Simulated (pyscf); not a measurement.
`[O]=[Os](=[O])(=[O])([OH])[OH]`, singlet

Gas-phase minimum from PySCF at ωB97X-D3(BJ)/def2-SVP, one conformer. 

```xyz
8

O      0.3165     1.0204     1.3948
Os     0.0896    -0.5802     0.9354
O      0.1111    -1.3669     2.4450
O      1.4864    -1.1865     0.2249
O     -0.7100    -0.1137    -0.7285
O     -1.6465    -1.4792     0.8709
H     -1.5844    -0.5075    -0.8694
H     -1.7766    -1.9808     1.6904
```

Bonds (Å): O1–Os2 1.681, Os2–O3 1.703, Os2–O4 1.680, Os2–O5 1.904, Os2–O6 1.956, O5–H7 0.969, O6–H8 0.970. Bond angles (°): O1–Os2–O3 101.3, O1–Os2–O4 110.3, O1–Os2–O5 93.6, O1–Os2–O6 124.5, O3–Os2–O4 101.4, O3–Os2–O5 153.3, O3–Os2–O6 80.1, O4–Os2–O5 93.9, O4–Os2–O6 123.9, O5–Os2–O6 73.2, Os2–O5–H7 114.0, Os2–O6–H8 109.2.

Properties at ωB97X-D3(BJ)/def2-SVP:

```yaml
harmonic_wavenumbers_unscaled: 55, 311, 313, 353, 372, 397, 475, 489, 609, 622, 695, 923, 990, 1036, 1065, 1096, 3828, 3842 cm⁻¹
zero_point_energy: 25.0 kcal/mol
rotational_symmetry_number: 1
Entropy of this conformer at 298 K and 1 atm, rigid rotor and harmonic oscillator, modes under 100 cm⁻¹ raised to 100: 343.5 J/(mol K)
dipole_moment: 2.25 D
```

Single-point totals, which compare only within one level:

| level | total energy (hartree) |
|---|---|
| ωB97X-D3(BJ)/def2-TZVP | -468.22194 |
| PBE/def2-TZVP | -467.91349 |
| r²SCAN/def2-TZVP | -468.09501 |
| B3LYP-D3(BJ)/def2-TZVP | -468.21800 |
| PBE0-D3(BJ)/def2-TZVP | -467.77077 |
| M06-2X/def2-TZVP | -467.84077 |
| ωB97M-D3(BJ)/def2-TZVP | -468.17816 |

Soft torsions are taken as harmonic, which can shift the entropy by several J/(mol K). Elements past Kr carry the def2 core potentials, without spin-orbit coupling.
